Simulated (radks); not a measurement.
Charge is removed step by step from the 5s1/2 level of neutral terbium, starting from [Xe] 4f9 6s2. Calculated with a radial shooting solver on a logarithmic mesh with Libxc functionals: Dirac Kohn-Sham, PBE, spin-unpolarised, spherical densities, point nucleus; open shells fill j = l - 1/2 first.

removed (e)  E - E(0) (eV)  eigenvalue (eV)  E minus straight line (eV)
0                    0.000          -47.355                       0.000
0.125                6.004          -48.721                      -0.637
0.25                12.182          -50.129                      -1.101
0.375               18.538          -51.573                      -1.386
0.5                 25.077          -53.050                      -1.489
0.625               31.802          -54.557                      -1.405
0.75                38.717          -56.091                      -1.131
0.875               45.826          -57.650                      -0.664
1                   53.131          -59.233                       0.000

Removing the whole electron costs 53.131 eV by Delta-SCF, against 47.355 eV from minus the eigenvalue at the starting occupation. Slater's transition state (half an electron removed) gives 53.050 eV. Integrating minus the eigenvalue over the occupation (Janak's theorem) gives 53.131 eV. The mean slope of the eigenvalue, de/dn, is 11.9 eV per electron.
